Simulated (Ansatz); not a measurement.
Molecule: GeH₂, charge 1, multiplicity 2. 
Geometry from a B3LYP-D3(BJ)/def2-TZVP (Ansatz, a quantum-chemistry and plane-wave program) optimisation:
```xyz
3

Ge    -0.0011     0.0007     0.0456
H      0.0237    -1.3644    -0.7076
H      0.0119     1.3408    -0.7517
```
Charge +1, spin multiplicity 2.

Total electronic energies in hartree. Correlated levels leave the core frozen unless marked. UHF or UKS for open shells. Spin-orbit coupling is left out. Frozen are the shells of the preceding noble gas and the d and f shells that filled before the atom's block. Non-relativistic. CBS(X,Y): correlation extrapolated as X^-3; Hartree-Fock from the larger set (for Q and 5 zeta extrapolated as (X+1)exp(-9√X)). The bracket is a focal-point correction in the basis named.

| level | program | energy (Eh) |
|---|---|---|
| RI-HF/def2-TZVPP | Ansatz | -2076.18510 |
| RI-HF/def2-QZVPP | Ansatz | -2076.22805 |
| PBE0-D3(BJ)/def2-TZVPD | Ansatz + dftd3 | -2077.54857 |
| PBE0-D4/def2-TZVPD | Ansatz + dftd4 | -2077.54821 |
| HSE06-D4/def2-TZVPD | Ansatz + dftd4 | -2077.54879 |
| CAM-B3LYP-D3(BJ)/def2-TZVPD | Ansatz + dftd3 | -2077.93076 |
| MP2/6-31G | Ansatz | -2075.87061 |
| MP2/def2-SVP | Ansatz | -2075.97995 |
| MP2/cc-pVTZ | Ansatz | -2076.29792 |
| MP2/def2-TZVPP | Ansatz | -2076.25818 |
| MP2/cc-pV5Z | Ansatz | -2076.30867 |
| MP2/CBS(def2-TZVPP,def2-QZVPP) | Ansatz | -2076.3092 |
| RI-MP2/aug-cc-pVTZ | Ansatz | -2076.29921 |
| SCS-MP2/STO-3G | Ansatz | -2052.65382 |
| SCS-MP2/aug-cc-pVQZ | Ansatz | -2076.31688 |
| CCSD/def2-SVP | Ansatz | -2075.99988 |
| CCSD/CBS(cc-pVTZ,cc-pVQZ) | Ansatz | -2076.3274 |
| CCSD(T)/STO-3G | Ansatz | -2052.66425 |
| CCSD(T)/cc-pVQZ | Ansatz | -2076.32673 |
| CCSD(T)/def2-QZVPP | Ansatz | -2076.32630 |
| RI-MP2/CBS(def2-TZVPP,def2-QZVPP)+[CCSD(T)-MP2]/def2-TZVPP | Ansatz | -2076.3307 |
| CCSD(T)/CBS(def2-TZVPPD,def2-QZVPPD) | Ansatz | -2076.3290 |
| CCSD(T)/CBS(cc-pVQZ,cc-pV5Z) | Ansatz | -2076.3297 |

Totals of different functionals don't rank their quality; only differences between species are comparable.
